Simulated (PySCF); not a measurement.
Species: CH₆BO, charge 1, multiplicity 1. It need not be the lowest isomer of its formula. SMILES: B[OH+]C
Geometry from a B3LYP-D3(BJ)/def2-TZVP (Ansatz) optimisation:
```
O
H 1 0.9743
B 1 1.4222 2 118.40
H 3 1.1756 1 114.77 2 -180.00
H 3 1.1767 4 131.05 1 -180.00
C 1 1.5113 2 113.99 3 180.00
H 6 1.0836 1 104.91 2 -180.00
H 6 1.0849 7 112.53 1 -115.23
H 6 1.0849 7 112.53 8 -129.53
```
Charge +1, spin multiplicity 1.

Dispersion corrections to the total energy (kcal/mol) from the dftd3 and dftd4 libraries through PySCF: D3(BJ) without and D4 with the three-body term, each with the damping fitted for the functional named.

| functional | D3(BJ) | D4 |
|---|---|---|
| HSE06 | -1.54 | -1.37 |
| BP86 | -3.84 | -2.31 |
| PBE | -2.66 | (withheld) |
| TPSS | -3.25 | (withheld) |
| PBE0 | -2.20 | -1.50 |
| B3LYP | (withheld) | -2.92 |
| CAM-B3LYP | -1.85 | -1.48 |

Fill in the missing entries.


- PBE, D4: -1.82
- TPSS, D4: -2.48
- B3LYP, D3(BJ): -4.42
